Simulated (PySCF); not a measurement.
C₃H₁₁NSi₂.
SMILES: `CNC1[SiH2]C[SiH2]1`

Vertical excitations from PySCF (density fitting, frozen core in the response, grid level 2 and gas phase unless stated; continuum runs use non-equilibrium linear response for the excitations) on a GFN2-xTB geometry. Reference run:

```json
{"settings": "PBE0/def2-SVPD, full TDDFT, 6 singlets", "S1, eV (f)": "4.84 (0.002)", "S2, eV (f)": "5.72 (0.003)", "S3, eV (f)": "5.95 (0.004)", "S4, eV (f)": "6.13 (0.005)", "S5, eV (f)": "6.21 (0.005)", "S6, eV (f)": "6.29 (0.004)", "T1, eV (Tamm–Dancoff)": "4.66", "mean α (au)": "97.5"}
```

What do these settings give: revPBE/6-31++G**, IEF-PCM dimethylsulfoxide, energy threshold 1e-11 Eh, TDA, 3 singlets?

| settings | S1, eV (f) | S2, eV (f) | S3, eV (f) | S4, eV (f) | S5, eV (f) | S6, eV (f) | T1, eV (Tamm–Dancoff) | mean α (au) |
| --- | --- | --- | --- | --- | --- | --- | --- | --- |
| revPBE/6-31++G**, IEF-PCM dimethylsulfoxide, energy threshold 1e-11 Eh, TDA, 3 singlets | 3.88 (0.003) | 4.49 (0.008) | 4.78 (0.001) | – | – | – | 3.78 | 135.7 |

S1 moves by -0.96 eV; functional, basis, environment and response scheme change together, so the shift can't be laid on one. States are counted by energy in each run and needn't keep their character from row to row.

All basis functions are spherical, in the Pople sets too.

Which orbital pairs make up S1 in each run, and how does it sit against the orbital gap?

```
                                                                               settings  S1 configurations (weight)  S1 (eV)  orbital gap (eV)  S1 − gap (eV)
                                                 PBE0/def2-SVPD, full TDDFT, 6 singlets                    H→L 0.97     4.84              6.02          -1.18
revPBE/6-31++G**, IEF-PCM dimethylsulfoxide, energy threshold 1e-11 Eh, TDA, 3 singlets                    H→L 1.00     3.88              3.85          +0.03
```

The structure is a single GFN2-xTB conformer; no vibrational corrections.

Shape of the structure used: `[CH3:1][NH:2][CH:3]1[SiH2:4][CH2:5][SiH2:6]1`: C1–N2–C3–Si4 180°.
